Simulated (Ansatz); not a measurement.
Total energies of the cluster TiS₂ from Ansatz at PBE0-D4/def2-TZVP, gas phase (1 Eh = 27.2114 eV = 2625.5 kJ/mol). The reference geometry is relaxed at PBE0-D4/def2-TZVP.

Cartesian coordinates in Å:
```
Ti 0.485 -0.419 0.402
S -0.174 1.443 1.003
S -0.311 -1.024 -1.405
```

```
                 state                      geometry  energy (Eh)
      charge 0 singlet                     reference  -1645.43334
      charge 1 doublet                     reference  -1645.11609
      charge 1 doublet  relaxed at PBE0-D4/def2-TZVP  -1645.12791
      charge 0 triplet  relaxed at PBE0-D4/def2-TZVP  -1645.40178
      charge 0 quintet  relaxed at PBE0-D4/def2-TZVP  -1645.33960
free Ti atom (triplet)                             –   -849.14317
 free S atom (triplet)                             –   -397.97371
```

(1) Work out the vertical ionisation energy to the doublet.

(2) How much does the charge 1 doublet relax, and what is the adiabatic ionisation energy?

(3) Which of the charge 0 states is lowest, and how far above it are the others?

(4) What is the binding energy per atom against free atoms?

(1) E(charge 1 doublet) − E(charge 0 singlet) = -1645.11609 − (-1645.43334) = 0.31725 Eh = 8.63 eV. For comparison, −ε of the highest occupied level is 6.67 eV at this level, 1.96 eV less.

(2) Relaxation: -1645.11609 − (-1645.12791) = 0.01182 Eh = 0.32 eV. Adiabatic ionisation energy: 0.30543 Eh = 8.31 eV, without zero-point energy. 

(3) The singlet. triplet: -1645.40178 − (-1645.43334) = 0.03156 Eh = 82.9 kJ/mol; quintet: -1645.33960 − (-1645.43334) = 0.09374 Eh = 246.1 kJ/mol.

(4) Atoms: 1 × (-849.14317) + 2 × (-397.97371) = -1645.09059 Eh. Binding: -1645.09059 − (-1645.43334) = 0.34275 Eh = 9.33 eV, or 3.11 eV for each of 3 atoms (no zero-point energy, no counterpoise term).

At PBE0-D4/def2-TZVP the charge 1 doublet is spin-contaminated (final ⟨S²⟩ up to 0.85, 0.75 for a pure state). At PBE0-D4/def2-TZVP the relaxed charge 1 doublet is spin-contaminated (final ⟨S²⟩ up to 0.83, 0.75 for a pure state). 

The structure comes from a short search, and lower isomers may exist.
